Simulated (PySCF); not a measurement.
C₂H₉NOSi, SMILES C(C)[Si@@H](N)O.

Geometry: PBE0-D3(BJ)/def2-SVP. The structure was generated by enumeration; whether it is a known compound was not checked. Other conformers were not sampled.

Two levels are set side by side: PBE/def2-TZVP (PySCF) and r2SCAN/def2-TZVP (PySCF). Same geometry, gas phase. Differences are taken from unrounded values.

| quantity | PBE |
|---|---|
| orbital gap (eV) | 6.20 |
| highest occupied level (eV) | -6.16 |
| lowest empty level (eV) | 0.04 |
| dipole moment (D) | 0.57 |
| mean polarisability (bohr³) | 63.1 |

Q: These are the PBE values. What does r2SCAN give? (The exact figures need the calculation; the answer reports its results.)

A: 
```json
[
 {"quantity": "orbital gap (eV)", "r2SCAN": "7.22", "PBE minus r2SCAN": "-1.02"},
 {"quantity": "highest occupied level (eV)", "r2SCAN": "-6.46", "PBE minus r2SCAN": "0.30"},
 {"quantity": "lowest empty level (eV)", "r2SCAN": "0.76", "PBE minus r2SCAN": "-0.72"},
 {"quantity": "dipole moment (D)", "r2SCAN": "0.59", "PBE minus r2SCAN": "-0.03"},
 {"quantity": "mean polarisability (bohr³)", "r2SCAN": "61.1", "PBE minus r2SCAN": "2.0"}
]
```

Rough cost on one machine, each run with all the roots and properties that it gave: r2SCAN against PBE about 4 times.
